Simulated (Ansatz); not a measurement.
A nudged elastic band was laid between two geometries of CH₃NOSe (7 atoms, charge 0, multiplicity 1).

These are results of Ansatz 0.2.0, RKS B3LYP-D4/def2-SVP, not measurements.

```json
{"movable images": "9", "climbing image": "yes", "spring": "5.0 eV/Å²", "optimiser": "quadratic models (default)", "start path": "through a guess of the saddle point", "force threshold": "0.03 eV/Å", "iteration limit": "29", "end points": "relaxed"}
```

Initial state:

```xyz
7
Properties=species:S:1:pos:R:3
N -0.729 0.683 0.621
C 0.256 -0.164 0.227
O 1.068 -0.676 0.951
Se 0.212 -0.476 -1.736
H -1.387 1.093 -0.027
H -0.794 0.913 1.607
H 1.374 -1.373 -1.642
```

Final state:

```xyz
7
Properties=species:S:1:pos:R:3
N -0.727 0.686 0.620
C 0.258 -0.161 0.227
O 1.070 -0.674 0.950
Se 0.214 -0.473 -1.736
H -0.794 0.912 1.607
H -1.391 1.089 -0.026
H 1.370 -1.378 -1.641
```

Question: Which bonds break or form, and what moves?

Answer: No bond is made or broken. The dihedral H5–N1–C2–Se4 goes from 0 to 180°. The two ends are copies of one structure, up to a mirror image or an exchange of like atoms.

Question: Give the energies along the band, and the barrier.

Answer: The forces met the threshold. The highest image is number 4 of 0 to 10, 0.59 eV above the ends, which have the same energy within 2 meV. A vibrational analysis at the climbing image gives one clearly imaginary mode, 419i cm⁻¹: a first-order saddle point.

| image | path coordinate (Å) | energy (eV) | dihedral H5–N1–C2–Se4 (°) |
| --- | --- | --- | --- |
| 0 | 0.00 | 0.00 | 0 |
| 1 | 0.44 | 0.06 | 40 |
| 2 | 0.88 | 0.28 | 73 |
| 3 | 1.32 | 0.50 | 100 |
| 4 | 1.77 | 0.59 | 124 |
| 5 | 2.07 | 0.55 | 137 |
| 6 | 2.37 | 0.43 | 150 |
| 7 | 2.68 | 0.26 | 161 |
| 8 | 2.98 | 0.11 | 171 |
| 9 | 3.29 | 0.01 | 180 |
| 10 | 3.60 | 0.00 | 180 |

Question: What is the geometry of the highest image?

Answer: 
```xyz
7
Properties=species:S:1:pos:R:3
N -0.796 0.852 0.381
C 0.144 -0.209 0.139
O 0.596 -0.962 0.952
Se 0.569 -0.220 -1.748
H -1.622 0.437 0.822
H -0.392 1.465 1.096
H 1.501 -1.363 -1.641
```

Question: What are the harmonic wavenumbers there?

Answer: 419i, 285, 376, 410, 531, 650, 801, 887, 1118, 1157, 1576, 1839, 2402, 3454, 3526 cm⁻¹.

Run time: 8.4 min on 1 thread of Arm Neoverse V2 (shared host), peak memory 0.18 GiB.
